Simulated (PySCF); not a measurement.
C₃H₃N₂, multiplicity 2. Atoms are numbered in the order given.

```xyz
8

C     -1.1716    -0.1186     0.0000
N     -0.6622     1.0584     0.0000
C      0.7178     0.8833     0.0000
C      1.0070    -0.4715     0.0000
N     -0.2350    -1.1081     0.0000
H      1.4138     1.7308     0.0000
H      1.9507    -1.0279     0.0000
H     -0.4029    -2.1140     0.0000
```
Charge 0, spin multiplicity 2.

Geometry: PBE-D3(BJ)/def2-SVP. The isomer is the one that the SMILES or the coordinates give; other isomers of the formula were not compared.

Method: PySCF with SMD-PBE0/def2-SVP.

Solvation free energies are E(SMD) − E(gas) at the gas-phase geometry, for 1 M in both phases. In vacuum the dipole moment is 3.66 D.

Task: Rank water, ethylethanoate, n-hexane by solvation free energy, most negative first.

Result: ethylethanoate (-10.0 kcal/mol), n-hexane (-7.4 kcal/mol), water (-4.4 kcal/mol)
